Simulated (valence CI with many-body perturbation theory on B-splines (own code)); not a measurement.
Gd XXIV: M1 decay

Level of theory: configuration interaction combined with many-body perturbation theory (CI+MBPT): five valence electrons over a frozen Dirac-Fock core [Kr], a basis of 7 s, 7 p, 8 d, 6 f, 4 g, 1 h functions for each j, with the one-electron correlation potential Σ1 (screened to all orders), the two-electron term Σ2, the three-electron term Σ3, Breit, model QED; selected single and double excitations, second order for the rest, scaled by the run's own slope (own B-spline code, finite nucleus).

No measured levels were compared; by estimate terms of the open shell hold to 2 to 4 % of their energy, and close levels can change places. Among the levels kept, up to 370 cm⁻¹ of a level comes from second order outside the variational space, and about a tenth of that is noise between levels of different J, which matters for small intervals. The list stops below the first excitations out of the core.

Lines 51 to 100 of 120 in falling wavelength, among levels below 93.527 eV, chosen from the decays that carry over 1 % of a level's rate. Wavelengths and rates use the calculated energies, so an error of 2000 cm⁻¹ moves a line at 170.4 nm by 3.4 % and its rate by three times that or more. S is in atomic units (e²a₀⁴ for E2 and M2, e²a₀⁶ for E3), for M1 in squared Bohr magnetons. Weak lines are less certain than strong ones. Lines between different terms over intervals too small for the method are left out, as are lines whose strength nearly cancels.

Levels are named by their leading jj configuration (3d3/2^4 stands for four electrons in 3d with j = 3/2), which in mixed levels can hold well under half, so a name can repeat and another be missing. Letters in brackets count levels of one name in rising energy.

```
λ vac (nm)                        Upper                        Lower  Type   A (s⁻¹)  S (a.u.)
     170.4  (4d3/2^2 4d5/2^3) J=7/2 [b]  (4d3/2^3 4d5/2^2) J=7/2 [b]    M1  3.13e+02  4.59e-01
     167.6  (4d3/2^2 4d5/2^3) J=3/2 [b]  (4d3/2^2 4d5/2^3) J=5/2 [a]    M1  5.27e+02  3.68e-01
     167.6  (4d3/2^2 4d5/2^3) J=9/2 [a]  (4d3/2^3 4d5/2^2) J=7/2 [a]    M1  1.13e+03  1.96e+00
     165.1    (4d3/2 4d5/2^4) J=5/2 [a]  (4d3/2^2 4d5/2^3) J=7/2 [a]    M1  2.21e+03  2.21e+00
     163.0  (4d3/2^2 4d5/2^3) J=5/2 [c]  (4d3/2^3 4d5/2^2) J=7/2 [b]    M1  1.15e+03  1.10e+00
     161.9     (4d3/2^2 4d5/2^3) J=13/2     (4d3/2^3 4d5/2^2) J=11/2    M1  4.75e+02  1.05e+00
     158.8  (4d3/2^2 4d5/2^3) J=9/2 [c]  (4d3/2^2 4d5/2^3) J=9/2 [a]    M1  3.02e+01  4.49e-02
     155.8  (4d3/2^2 4d5/2^3) J=3/2 [a]  (4d3/2^3 4d5/2^2) J=3/2 [a]    M1  3.84e+03  2.15e+00
     150.1  (4d3/2^2 4d5/2^3) J=5/2 [a]  (4d3/2^3 4d5/2^2) J=5/2 [a]    M1  4.62e+03  3.47e+00
     149.3  (4d3/2^2 4d5/2^3) J=7/2 [c]  (4d3/2^2 4d5/2^3) J=5/2 [a]    M1  2.56e+02  2.53e-01
     146.3  (4d3/2^2 4d5/2^3) J=9/2 [c]     (4d3/2^2 4d5/2^3) J=11/2    M1  2.25e+02  2.61e-01
     146.1    (4d3/2 4d5/2^4) J=3/2 [a]  (4d3/2^2 4d5/2^3) J=5/2 [b]    M1  1.81e+03  8.36e-01
     146.0  (4d3/2^3 4d5/2^2) J=7/2 [a]        (4d3/2^4 4d5/2) J=5/2    M1  9.85e+02  9.09e-01
     144.9       (4d3/2 4d5/2^4) J=11/2     (4d3/2^2 4d5/2^3) J=13/2    M1  1.22e+03  1.65e+00
     144.8  (4d3/2^2 4d5/2^3) J=5/2 [b]  (4d3/2^3 4d5/2^2) J=3/2 [a]    M1  5.72e+02  3.87e-01
     143.4    (4d3/2 4d5/2^4) J=7/2 [a]  (4d3/2^2 4d5/2^3) J=9/2 [a]    M1  3.48e+03  3.04e+00
     140.6  (4d3/2^3 4d5/2^2) J=3/2 [a]        (4d3/2^4 4d5/2) J=5/2    M1  4.59e+03  1.89e+00
     140.4    (4d3/2 4d5/2^4) J=5/2 [a]  (4d3/2^2 4d5/2^3) J=5/2 [a]    M1  7.14e+03  4.39e+00
     139.5  (4d3/2^2 4d5/2^3) J=5/2 [b]  (4d3/2^3 4d5/2^2) J=7/2 [a]    M1  1.03e+03  6.22e-01
     136.4    (4d3/2 4d5/2^4) J=3/2 [a]  (4d3/2^2 4d5/2^3) J=3/2 [a]    M1  4.50e+03  1.69e+00
     135.7  (4d3/2^2 4d5/2^3) J=9/2 [b]      (4d3/2^3 4d5/2^2) J=9/2    M1  3.58e+03  3.32e+00
     132.5  (4d3/2^2 4d5/2^3) J=7/2 [b]  (4d3/2^3 4d5/2^2) J=5/2 [b]    M1  5.77e+01  3.98e-02
     131.1  (4d3/2^2 4d5/2^3) J=7/2 [c]  (4d3/2^3 4d5/2^2) J=7/2 [b]    M1  1.46e+03  9.80e-01
     131.0       (4d3/2 4d5/2^4) J=11/2  (4d3/2^2 4d5/2^3) J=9/2 [a]    M1  1.42e+03  1.42e+00
     129.4  (4d3/2^2 4d5/2^3) J=7/2 [a]  (4d3/2^3 4d5/2^2) J=5/2 [a]    M1  4.43e+02  2.85e-01
     129.2  (4d3/2^2 4d5/2^3) J=7/2 [b]      (4d3/2^3 4d5/2^2) J=9/2    M1  8.14e+02  5.20e-01
     127.0    (4d3/2 4d5/2^4) J=7/2 [a]  (4d3/2^2 4d5/2^3) J=7/2 [a]    M1  2.91e+03  1.77e+00
     126.2    (4d3/2 4d5/2^4) J=3/2 [a]  (4d3/2^2 4d5/2^3) J=1/2 [a]    M1  4.51e+03  1.34e+00
     125.0  (4d3/2^3 4d5/2^2) J=3/2 [b]  (4d3/2^3 4d5/2^2) J=5/2 [a]    M1  3.52e+02  1.02e-01
     124.3  (4d3/2^2 4d5/2^3) J=9/2 [b]     (4d3/2^3 4d5/2^2) J=11/2    M1  1.26e+03  8.98e-01
     124.2    (4d3/2 4d5/2^4) J=5/2 [a]  (4d3/2^3 4d5/2^2) J=7/2 [b]    M1  4.98e+02  2.12e-01
     123.9  (4d3/2^2 4d5/2^3) J=3/2 [b]      (4d3/2^3 4d5/2^2) J=1/2    M1  4.64e+02  1.31e-01
     122.3       (4d3/2 4d5/2^4) J=11/2     (4d3/2^2 4d5/2^3) J=11/2    M1  5.54e+03  4.51e+00
     121.3  (4d3/2^3 4d5/2^2) J=5/2 [b]        (4d3/2^4 4d5/2) J=5/2    M1  8.21e+01  3.26e-02
     116.7  (4d3/2^2 4d5/2^3) J=9/2 [b]  (4d3/2^3 4d5/2^2) J=7/2 [a]    M1  1.23e+03  7.24e-01
     116.6  (4d3/2^2 4d5/2^3) J=3/2 [b]  (4d3/2^3 4d5/2^2) J=5/2 [b]    M1  3.27e+02  7.69e-02
     113.2  (4d3/2^2 4d5/2^3) J=1/2 [b]      (4d3/2^3 4d5/2^2) J=1/2    M1  1.65e+03  1.78e-01
     111.9    (4d3/2 4d5/2^4) J=7/2 [a]  (4d3/2^2 4d5/2^3) J=5/2 [a]    M1  3.26e+02  1.35e-01
     111.8  (4d3/2^2 4d5/2^3) J=7/2 [b]  (4d3/2^3 4d5/2^2) J=7/2 [a]    M1  4.84e+01  2.01e-02
     111.7  (4d3/2^2 4d5/2^3) J=5/2 [c]  (4d3/2^3 4d5/2^2) J=3/2 [a]    M1  8.58e+02  2.66e-01
     108.8  (4d3/2^2 4d5/2^3) J=9/2 [c]  (4d3/2^3 4d5/2^2) J=7/2 [b]    M1  1.47e+03  7.02e-01
     108.6  (4d3/2^2 4d5/2^3) J=5/2 [c]  (4d3/2^3 4d5/2^2) J=7/2 [a]    M1  2.76e+03  7.87e-01
     107.5  (4d3/2^2 4d5/2^3) J=7/2 [c]  (4d3/2^3 4d5/2^2) J=5/2 [b]    M1  6.46e+02  2.38e-01
     107.1  (4d3/2^2 4d5/2^3) J=3/2 [a]  (4d3/2^3 4d5/2^2) J=5/2 [a]    M1  3.03e+03  5.51e-01
     105.3  (4d3/2^2 4d5/2^3) J=7/2 [c]      (4d3/2^3 4d5/2^2) J=9/2    M1  1.81e+03  6.26e-01
     103.0  (4d3/2^2 4d5/2^3) J=3/2 [b]  (4d3/2^3 4d5/2^2) J=3/2 [a]    M1  8.24e+02  1.33e-01
     102.8    (4d3/2 4d5/2^4) J=5/2 [a]  (4d3/2^3 4d5/2^2) J=5/2 [b]    M1  3.11e+03  7.52e-01
     101.8  (4d3/2^2 4d5/2^3) J=5/2 [b]  (4d3/2^3 4d5/2^2) J=5/2 [a]    M1  7.15e+01  1.68e-02
     101.3    (4d3/2 4d5/2^4) J=7/2 [a]  (4d3/2^3 4d5/2^2) J=7/2 [b]    M1  4.54e+02  1.40e-01
     100.8  (4d3/2^3 4d5/2^2) J=7/2 [b]        (4d3/2^4 4d5/2) J=5/2    M1  2.27e+02  6.88e-02
```
